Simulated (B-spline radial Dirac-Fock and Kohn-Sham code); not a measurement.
**Dipole and non-dipole photoemission parameters of As 2p1/2**

System: neutral arsenic, [Ar] 3d10 4s2 4p3; threshold 1359.1 eV (tabulated edge). These are calculated numbers from a radial atomic solver; the model is Dirac-Hartree-Slater photoionisation with a Latter tail; cross sections with all multipoles, angular parameters from the dipole term and its interference with E2.

For linearly polarised light dσ/dΩ = σ/(4π) [1 + β P₂(cos θ) + (δ + γ cos²θ) sin θ cos φ], with θ from the polarisation vector and φ the angle between the beam and the projection of the electron momentum on the plane normal to the polarisation.

```csv
hν (eV),σ (kb),β,γ,δ
2000,88.3,1.414,0.072,0.021
2070,?,?,?,?
2740,37.7,1.440,0.399,0.034
3690,16.1,1.385,0.694,0.049
4630,8.20,1.316,0.905,0.065
4910,6.87,1.295,0.958,0.070
6000,3.72,1.218,1.131,0.090
9220,0.948,1.029,1.465,0.148
15000,0.189,0.802,1.780,0.247
```

Question: Give the values at 2070 eV.

Answer: σ = 80.6 kb, β = 1.425, γ = 0.108, δ = 0.022.
